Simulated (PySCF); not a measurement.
Input of a run (PBE0-D3(BJ)/def2-SVP geometry optimisation, gas phase (PySCF 2.14.0)), started from GFN2-xTB:
```
{"job": {"xc": "PBE0", "basis": "def2-SVP", "d3": "d3bj", "grid": 2, "kind": "geom"}, "charge": 0, "multiplicity": 1}
C      2.575888     0.102645    -0.134395
C      1.403874     0.347882    -1.087864
C      0.145404    -0.240560    -0.523246
C     -0.161331    -1.562881    -0.828244
C     -1.286016    -2.184935    -0.321385
C     -2.148415    -1.482353     0.505118
C     -1.871520    -0.167322     0.814614
C     -0.728461     0.463110     0.317846
C     -0.481516     1.866826     0.713931
O      0.578802     2.443156     0.699373
O     -1.599785     2.491431     1.130613
H      3.498773     0.471417    -0.574271
H      2.403240     0.628847     0.799876
H      2.685666    -0.960048     0.072347
H      1.294859     1.420863    -1.238789
H      1.616719    -0.121757    -2.051098
H      0.504076    -2.112753    -1.478756
H     -1.492163    -3.215399    -0.571437
H     -3.031188    -1.958667     0.904048
H     -2.534737     0.388313     1.458465
H     -1.381089     3.399127     1.392781
```

Output (energies in Eh, forces in Eh/bohr):
```
step   0  E = -498.54128698  max force = 0.012324
step   1  E = -498.54347331  max force = 0.002508
step   2  E = -498.54357764  max force = 0.004028
step   3  E = -498.54360441  max force = 0.002469
step   4  E = -498.54368455  max force = 0.001497
step   5  E = -498.54369769  max force = 0.001851
step   6  E = -498.54372710  max force = 0.000530
step   7  E = -498.54373515  max force = 0.000726
step   8  E = -498.54374695  max force = 0.000674
step   9  E = -498.54375594  max force = 0.000439
optimisation converged
```

**Question.** Summarise the run.

**Answer.** The energy falls by 0.067 eV over 10 energy and gradient evaluations, the largest force component goes from 0.0123 to 4.4e-04 Eh/bohr, and the atoms move by 0.121 Å rms after alignment. Among the bonds, C1–H12, C1–H14, C5–H18 and C6–H19 change most and about equally (+0.013 to +0.014 Å). Bonds longer at the end by more than 0.005 Å: 17 of 21; shorter: 0. Among the angles that change most is C9–O11–H21, from 109.3° to 105.7°. Among the dihedrals that turn most is C7–C8–C9–O10, from 158° to 171°. The energy never rose by more than 1e-6 Eh on the way. The first step brought 89 % of the lowering.

**Question.** What are the final bond lengths?

**Answer.** C1–C2 1.527 Å, C2–C3 1.506 Å, C3–C4 1.401 Å, C4–C5 1.391 Å, C5–C6 1.393 Å, C6–C7 1.388 Å, C7–C8 1.404 Å, C8–C9 1.487 Å, C9=O10 1.208 Å, C9–O11 1.344 Å, C3–C8 1.414 Å, C1–H12 1.101 Å, C1–H13 1.099 Å, C1–H14 1.101 Å, C2–H15 1.098 Å, C2–H16 1.102 Å, C4–H17 1.093 Å, C5–H18 1.093 Å, C6–H19 1.092 Å, C7–H20 1.090 Å, O11–H21 0.969 Å. Numbering counts from 1 in the input's order; the species is 2-ethylbenzoic acid (`CCc1ccccc1C(=O)O`).

The run used 204 basis functions and 72 SCF cycles in all.

Not checked by PBE0-D3(BJ)/def2-SVP frequencies. The numbers are those of one conformer.
